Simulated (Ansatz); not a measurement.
Gas-phase electronic energies from Ansatz, PBE0-D4/def2-TZVP geometries. CCSD(T)/CBS is the MP2 limit (def2-TZVPP, def2-QZVPP) plus CCSD(T) − MP2 in def2-TZVPP, frozen cores. Functionals use def2-TZVPP. B3LYP here is the variant with VWN-RPA as its local correlation; programs differ in this. For Se outer-core shells are correlated without core-valence functions, which leaves a few kJ/mol of doubt a bond. Scalar relativity is left out up to krypton. Each species was taken in one conformer, which may not be the lowest.

`O[SiH]([SiH3])Cl` + `NC[SeH]` → `[SiH3]C[SeH]` + `N[SiH](O)Cl`  (redistribution)

```tsv
level	ΔE (kcal/mol)
B97M-V	-36.2
B3LYP	-34.8
HF/def2-SVP	-35.0
CCSD/def2-TZVPP	-37.4
```

(1) What does CCSD(T)/CBS give? (Best estimate.)

Largest T1 diagnostic among the species: 0.012.

Results:

(1) The calculation gave: -37.6 kcal/mol. The listed levels differ from it by 1.4, 2.8, 2.6, 0.2 kcal/mol.

Leaving LDA and LC-ωPBE aside and taking each functional with its dispersion term where it has one, the values, not all of them listed here, spread over 6.7 kcal/mol, from ωB97M-V to PBE-D4. LDA lies −1.9 kcal/mol from PBE without D4. From BLYP to BHLYP (50 % exact exchange), in def2-TZVPP and without D4, ΔE moves by −4.5 kcal/mol. At CCSD(T), def2-SVP lies +5.1 kcal/mol from the extrapolated value and def2-TZVPP +0.5 kcal/mol.
